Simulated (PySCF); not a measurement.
Bi(F)2(Et) (C2H5BiF2), SMILES C[CH2][Bi]([F])[F].

Geometry optimised at PBE0-D3(BJ)/def2-SVP. The structure was generated by enumeration; whether it is a known compound was not checked. The def2 effective core potentials stand for the cores of Bi; spin–orbit coupling is left out. Other conformers were not sampled.

These are TDA-ωB97X/def2-SVPD run with PySCF 2.14.0 values and carry that method's errors.

Vertical excitations. The molecule is in vacuum. State labels are in the subgroup Cs.

```csv
state,symmetry,energy (eV),λ (nm),f,main pairs
S1,A",4.88,254,0.020,HOMO→LUMO 97 %
S2,A',5.09,244,0.031,HOMO→LUMO+1 95 %
S3,A',7.34,169,0.758,HOMO→LUMO+2 88 %
S4,A",7.67,162,0.009,"HOMO−2→LUMO 43 %, HOMO−3→LUMO+1 41 %"
S5,A',7.70,161,0.024,HOMO→LUMO+3 86 %
S6,A',7.75,160,0.061,"HOMO−2→LUMO+1 48 %, HOMO−3→LUMO 28 %"
S7,A',7.87,158,0.028,"HOMO−3→LUMO 52 %, HOMO−2→LUMO+1 31 %"
S8,A",7.94,156,0.009,"HOMO−4→LUMO+1 56 %, HOMO−1→LUMO+1 21 %, HOMO−5→LUMO 11 %"
S9,A',7.99,155,0.045,"HOMO−4→LUMO 51 %, HOMO−1→LUMO 20 %, HOMO−3→LUMO 10 %"
S10,A",8.33,149,0.027,"HOMO−1→LUMO+1 33 %, HOMO−2→LUMO 21 %, HOMO−5→LUMO 17 %, HOMO−8→LUMO+1 7 %"
T1,A",4.41,281,0,HOMO→LUMO 96 %
T2,A',4.47,277,0,HOMO→LUMO+1 94 %
T3,A',5.79,214,0,HOMO→LUMO+2 75 %
T4,A",6.88,180,0,HOMO−2→LUMO 80 %
```
Triplets are in the Tamm–Dancoff approximation.
